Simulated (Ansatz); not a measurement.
Reaction (ligand exchange at a P–N bond): `[SiH3]NP` + `CCN[SiH3]` → `CCN([SiH3])P` + `N[SiH3]`

Program: Ansatz. Geometries: PBE0-D4/def2-TZVP. ΔE: electronic, gas phase. CCSD(T)/CBS adds triple-zeta CCSD(T) − MP2 to the extrapolated MP2 energy (def2 sets, frozen cores). This one scheme is used for every species. DFT in def2-TZVPP. B3LYP here is the variant with VWN-RPA as its local correlation; programs differ in this. One conformer a species, not always the lowest.

| level | ΔE (kJ/mol) | difference from CCSD(T)/CBS |
| --- | --- | --- |
| r2SCAN-D4 | -3.5 | 2.4 |
| PBE0-D4 | -4.0 | 1.9 |
| B3LYP-D4 | -4.0 | 1.9 |
| ωB97M-V | -3.9 | 2.0 |
| B2PLYP | -0.8 | 5.1 |
| PBE | 0.3 | 6.2 |
| r2SCAN | -2.0 | 3.9 |
| MP2/def2-TZVPP | -9.0 | -3.1 |
| MP2/def2-QZVPP | -8.7 | -2.8 |
| MP2/CBS(def2) | -8.6 | -2.7 |
| CCSD(T)/CBS | -5.9 | 0 |

Largest T1 diagnostic among the species: 0.012.

The D4 term adds −8.2 kJ/mol with B3LYP and −4.7 kJ/mol with PBE0; it sums over pairs of atoms, weighted by their polarisabilities, and B3LYP, whose exchange is more repulsive, gets the larger term. In def2-TZVPP, CCSD(T) changes the Hartree–Fock value by −15.0 kJ/mol (the triples alone add −2.8 kJ/mol) and MP2 by −17.7 kJ/mol.
